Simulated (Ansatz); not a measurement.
Input for Ansatz (a first-principles code): R-BLYP/def2-TZVPP on CH4 (SMILES C).

Ansatz 0.2 input:
```yaml
crystal:
  periodic: [false, false, false]
  atoms:
    - {symbol: C, position_ang: [0.00000000, 0.00000000, -0.00000000]}
    - {symbol: H, position_ang: [0.62892441, 0.62892441, 0.62892441]}
    - {symbol: H, position_ang: [-0.62892441, -0.62892441, 0.62892441]}
    - {symbol: H, position_ang: [0.62892442, -0.62892442, -0.62892441]}
    - {symbol: H, position_ang: [-0.62892442, 0.62892442, -0.62892441]}
basis:
  gaussian:
    orbitals: def2-TZVPP
hamiltonian:
  xc: {name: BLYP}
scf: {lower_state_search: off}
```

Task: Give the final energy of this run.

Result: -40.5016 hartree.
